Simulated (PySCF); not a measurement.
TiCl₃I, SMILES [Cl][Ti]([Cl])([Cl])[I], multiplicity 1.

The structure is a stationary point at B3LYP-D3(BJ)/def2-SVP. The multiplicity is an assumed one; no other spin state was optimised. The structure was generated by enumeration; whether it is a known compound was not checked. The def2 effective core potentials stand for the cores of I; spin–orbit coupling is left out.

Method: B3LYP-D3(BJ)/def2-SVP (PySCF).

Frequencies are harmonic and unscaled.

Modes within 1.5 cm⁻¹ of each other (mostly degenerate sets) share a row, with their intensities summed.

```tsv
mode	ν (cm⁻¹)	IR (km/mol)	moving atoms (share of kinetic energy)
1–2	93	0.0	Cl 77 %, I 14 %, Ti 8 %
3	111	0.0	Cl 66 %, I 32 %
4–5	128	0.5	Cl 83 %, Ti 16 %
6	278	16.8	Ti 41 %, Cl 37 %, I 22 %
7	434	94.9	Cl 59 %, Ti 39 %
8–9	501	225.2	Ti 54 %, Cl 46 %
```
